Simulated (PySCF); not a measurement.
Computed IR spectrum (relative IR intensity) of a molecule C5H7N. Geometry optimised at PBE-D3(BJ)/def2-SVP. One conformer was computed; it need not be the lowest. Level of theory: PBE-D3(BJ)/def2-SVP (PySCF). Frequencies are harmonic and unscaled.

ν (cm⁻¹): 132 (vw), 220 (w), 294 (w), 328 (w), 541 (w), 637 (s), 656 (m), 939 (vw), 964 (vw), 1015 (m), 1059 (w), 1115 (w), 1165 (vw), 1237 (w), 1329 (m), 1363 (w), 1365 (w), 1399 (w), 1416 (m), 1728 (vs), 2169 (w), 2894 (s), 2899 (vs), 2945 (w), 3009 (m), 3033 (w), 3409 (vs) (against the strongest line: vs over 80 %, s over 45 %, m over 15 %, w over 4 %, vw less)

Q: Pick the molecule that these values belong to.
A. C1=CCCN=C1
B. C#CC/C=N/C
C. C#CC1(N)CC1
D. C#CC(=C)CN

A: B, C#CC/C=N/C
